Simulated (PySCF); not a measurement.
C3H7Ga, singlet, geometry from GFN2-xTB (such geometries of metal compounds can be far from the true shape); PySCF with DF-HF/STO-3G.

The PySCF input:
```python
from pyscf import gto, scf

mol = gto.Mole()
mol.atom = '''
    Ga    0.555358    0.220203    0.859693
    C    -0.708536   -1.031754   -0.170630
    C    -1.260423   -0.186773   -1.264015
    C    -0.536301    0.231892   -2.294558
    H    -1.491578   -1.460808    0.461322
    H    -0.110343   -1.854969   -0.576859
    H    -2.295157    0.122714   -1.169103
    H     0.495797   -0.074084   -2.406317
    H    -0.952294    0.839146   -3.079959
    H     1.100656   -0.014518    2.342155
    H     1.068375    1.536047    0.153505
'''
mol.basis = 'sto-3g'
mol.charge = 0
mol.spin = 0
mol.verbose = 4
mol.max_memory = 1800
mol.build()

mf = scf.RHF(mol)
mf = mf.density_fit(auxbasis='def2-universal-jkfit')
mf.kernel()
```

Task: Predict the main parts of the log of this PySCF run.

Result: 
```
PySCF version 2.14.0

[INPUT] verbose = 4
[INPUT] num. atoms = 11
[INPUT] num. electrons = 56
[INPUT] charge = 0
[INPUT] spin (= nelec alpha-beta = 2S) = 0
[INPUT] symmetry False subgroup None
[INPUT] Mole.unit = angstrom
[INPUT] Symbol           X                Y                Z      unit          X                Y                Z       unit  Magmom
[...]
nuclear repulsion = 230.25703983487
number of shells = 24
number of NR pGTOs = 120
number of NR cGTOs = 40
basis = sto-3g
ecp = {}

******** <class 'pyscf.df.df_jk.DFRHF'> ********
method = DFRHF
initial guess = minao
damping factor = 0
level_shift factor = 0
DIIS = <class 'pyscf.scf.diis.CDIIS'>
diis_start_cycle = 1
diis_space = 8
diis_damp = 0
SCF conv_tol = 1e-09
SCF conv_tol_grad = None
SCF max_cycles = 50
direct_scf = False
Set gradient conv threshold to 3.16228e-05
Initial guess from minao.
******** <class 'pyscf.df.df.DF'> ********
auxbasis = def2-universal-jkfit
init E= -2015.06639897651
[...]
cycle= 1 E= -2016.97575686881  delta_E= -1.91  |g|= 0.436  |ddm|= 3.86
[...]
cycle= 2 E= -2017.07464768027  delta_E= -0.0989  |g|= 0.0853  |ddm|= 1.02
[...]
cycle= 3 E= -2017.07827043421  delta_E= -0.00362  |g|= 0.0234  |ddm|= 0.168
[...]
cycle= 4 E= -2017.07867297489  delta_E= -0.000403  |g|= 0.00833  |ddm|= 0.0681
[...]
cycle= 5 E= -2017.07871392017  delta_E= -4.09e-05  |g|= 0.00377  |ddm|= 0.0152
[...]
cycle= 6 E= -2017.07874696235  delta_E= -3.3e-05  |g|= 0.0029  |ddm|= 0.0174
[...]
cycle= 7 E= -2017.07876926189  delta_E= -2.23e-05  |g|= 0.00257  |ddm|= 0.0132
[...]
cycle= 8 E= -2017.078806456  delta_E= -3.72e-05  |g|= 0.00232  |ddm|= 0.0237
[...]
cycle= 9 E= -2017.07889167468  delta_E= -8.52e-05  |g|= 0.00187  |ddm|= 0.0668
[...]
cycle= 10 E= -2017.07892325914  delta_E= -3.16e-05  |g|= 0.00157  |ddm|= 0.0317
[...]
cycle= 11 E= -2017.0789627626  delta_E= -3.95e-05  |g|= 0.0015  |ddm|= 0.0512
[...]
cycle= 12 E= -2017.07897315182  delta_E= -1.04e-05  |g|= 0.00134  |ddm|= 0.013
[...]
cycle= 13 E= -2017.07897388778  delta_E= -7.36e-07  |g|= 0.00134  |ddm|= 0.000874
[...]
cycle= 14 E= -2017.07897163964  delta_E= 2.25e-06  |g|= 0.00133  |ddm|= 0.0031
[...]
cycle= 15 E= -2017.07892029113  delta_E= 5.13e-05  |g|= 0.00123  |ddm|= 0.0696
[...]
cycle= 16 E= -2017.07887045106  delta_E= 4.98e-05  |g|= 0.0022  |ddm|= 0.0911
[...]
cycle= 17 E= -2017.07887179819  delta_E= -1.35e-06  |g|= 0.00174  |ddm|= 0.00477
[...]
cycle= 18 E= -2017.0788623681  delta_E= 9.43e-06  |g|= 0.00168  |ddm|= 0.0269
[...]
cycle= 19 E= -2017.07885317235  delta_E= 9.2e-06  |g|= 0.00209  |ddm|= 0.03
[...]
cycle= 20 E= -2017.07884715377  delta_E= 6.02e-06  |g|= 0.00377  |ddm|= 0.0135
[...]
cycle= 21 E= -2017.07884999393  delta_E= -2.84e-06  |g|= 0.00226  |ddm|= 0.0255
[...]
cycle= 22 E= -2017.07884976706  delta_E= 2.27e-07  |g|= 0.00158  |ddm|= 0.0251
[...]
cycle= 23 E= -2017.07885161963  delta_E= -1.85e-06  |g|= 0.000557  |ddm|= 0.0238
[...]
cycle= 24 E= -2017.07885420004  delta_E= -2.58e-06  |g|= 0.000563  |ddm|= 0.0117
[...]
cycle= 25 E= -2017.07885466263  delta_E= -4.63e-07  |g|= 0.00041  |ddm|= 0.0109
[...]
cycle= 26 E= -2017.07885726044  delta_E= -2.6e-06  |g|= 0.000342  |ddm|= 0.0207
[...]
cycle= 27 E= -2017.07885868139  delta_E= -1.42e-06  |g|= 0.000326  |ddm|= 0.00971
[...]
cycle= 28 E= -2017.0788597549  delta_E= -1.07e-06  |g|= 0.000312  |ddm|= 0.00574
[...]
cycle= 29 E= -2017.07886349137  delta_E= -3.74e-06  |g|= 0.000301  |ddm|= 0.0223
[...]
cycle= 30 E= -2017.07886456393  delta_E= -1.07e-06  |g|= 0.000252  |ddm|= 0.00946
[...]
cycle= 31 E= -2017.07886486637  delta_E= -3.02e-07  |g|= 0.000247  |ddm|= 0.00214
[...]
cycle= 32 E= -2017.07886545977  delta_E= -5.93e-07  |g|= 0.000243  |ddm|= 0.007
[...]
cycle= 33 E= -2017.07886594918  delta_E= -4.89e-07  |g|= 0.000241  |ddm|= 0.00453
[...]
cycle= 34 E= -2017.07886659153  delta_E= -6.42e-07  |g|= 0.00024  |ddm|= 0.00566
[...]
cycle= 35 E= -2017.07886697909  delta_E= -3.88e-07  |g|= 0.00024  |ddm|= 0.00314
[...]
cycle= 36 E= -2017.07886680236  delta_E= 1.77e-07  |g|= 0.00024  |ddm|= 0.00122
[...]
cycle= 37 E= -2017.07886697134  delta_E= -1.69e-07  |g|= 0.00024  |ddm|= 0.00138
[...]
cycle= 38 E= -2017.07886701813  delta_E= -4.68e-08  |g|= 0.00024  |ddm|= 0.000388
[...]
cycle= 39 E= -2017.07886701847  delta_E= -3.43e-10  |g|= 0.00024  |ddm|= 1.29e-05
[...]
cycle= 40 E= -2017.07886691062  delta_E= 1.08e-07  |g|= 0.00024  |ddm|= 0.000832
[...]
cycle= 41 E= -2017.0788668794  delta_E= 3.12e-08  |g|= 0.00024  |ddm|= 0.000718
[...]
cycle= 42 E= -2017.07886685849  delta_E= 2.09e-08  |g|= 0.00024  |ddm|= 0.000624
[...]
cycle= 43 E= -2017.0788668675  delta_E= -9.01e-09  |g|= 0.00024  |ddm|= 0.000177
[...]
cycle= 44 E= -2017.07886697929  delta_E= -1.12e-07  |g|= 0.000239  |ddm|= 0.00174
[...]
cycle= 45 E= -2017.07886702704  delta_E= -4.77e-08  |g|= 0.000239  |ddm|= 0.000325
[...]
cycle= 46 E= -2017.07886656521  delta_E= 4.62e-07  |g|= 0.000239  |ddm|= 0.00319
[...]
cycle= 47 E= -2017.07886618821  delta_E= 3.77e-07  |g|= 0.000239  |ddm|= 0.00268
[...]
cycle= 48 E= -2017.07886616381  delta_E= 2.44e-08  |g|= 0.000239  |ddm|= 0.000177
[...]
cycle= 49 E= -2017.07886614698  delta_E= 1.68e-08  |g|= 0.000239  |ddm|= 0.000388
[...]
cycle= 50 E= -2017.07886619793  delta_E= -5.1e-08  |g|= 0.000239  |ddm|= 0.000969
SCF not converged.
SCF energy = -2017.07886619793
```

Convergence was not reached.
